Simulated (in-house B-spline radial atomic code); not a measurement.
**Ionising Pd5+ with different functionals**

Computed with a B-spline radial code for spherical atoms: four-component Dirac-Coulomb Hamiltonian, Fermi nucleus of rms radius 4.5318 fm, spin-restricted, spherical fractional occupations for the functionals, and exact exchange of hybrids averaged over the configuration. The ionisation energy is the difference of two self-consistent energies, [Kr] 4d5 → [Kr] 4d4, without Breit or QED terms; ε is the level of the shell that loses the electron (mean over j). The electron is taken from both j subshells in proportion to 2j + 1, so the result is a j average, not the step between ground levels.

```json
{"method": "PBE0", "rung": "global hybrid", "ΔSCF (eV)": "82.78", "-ε(4d) (eV)": "76.45"}
{"method": "B97-1", "rung": "global hybrid", "ΔSCF (eV)": "82.73", "-ε(4d) (eV)": "76.00"}
{"method": "wB97X", "rung": "range-separated hybrid", "ΔSCF (eV)": "?", "-ε(4d) (eV)": "?"}
{"method": "LC-wPBE", "rung": "range-separated hybrid", "ΔSCF (eV)": "?", "-ε(4d) (eV)": "?"}
```

**Question.** What does LC-wPBE give?

**Answer.** ΔSCF 82.81 eV, and -ε(4d) = 79.25 eV.

**Question.** What does wB97X give?

**Answer.** ΔSCF 82.59 eV, and -ε(4d) = 78.89 eV.

**Question.** Among the functionals, which spreads more, the ΔSCF values or the orbital energies?

**Answer.** The orbital energies: ΔSCF values span about 0.22 eV and the orbital energies 3.26 eV; here energy differences depend much less on the functional than eigenvalues do.

**Question.** How do they compare with the NIST value?

**Answer.** NIST lists 84 eV ± 2 (tabulated theory, ground level to ground level). Errors run from -1.51 to -1.29 eV; all lie within about twice that uncertainty, so the table can't rank the methods.
